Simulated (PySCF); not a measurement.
# Correlation energy of C⁺ (carbon, charge +1)

[He] 2s2 2p1, 2P determinant. All numbers are calculated (PySCF 2.14, scalar relativity by spin-free X2C-1e, in x2c-TZVPall (5s3p2d1f, 31 functions)). Frozen: 1s2; 3 electrons correlated.

MP2 pair energies summed by pair of shells (mhartree):

| pair | energy | share (%) |
| --- | --- | --- |
| 2s-2s | -28.58 | 57.2 |
| 2s-2p | -21.36 | 42.8 |

Total MP2 correlation energy: -49.93 mhartree.

Same-spin part -3.31 and opposite-spin part -46.62 mhartree; SCS-MP2 scales them by 1/3 and 6/5 to -57.05 mhartree.

```json
{"level": "CCSD", "correlation energy (mhartree)": "-73.87"}
{"level": "(T)", "correlation energy (mhartree)": "-1.14"}
{"level": "CCSD(T)", "correlation energy (mhartree)": "-75.01"}
```

Diagnostics: T1 = 0.0093, D1 = 0.0177, largest double amplitude 0.132.

Is a single reference adequate?

Mostly. T1 lies below 0.03, but a double amplitude of this size points to a near-degeneracy that CCSD handles and MP2 describes poorly.
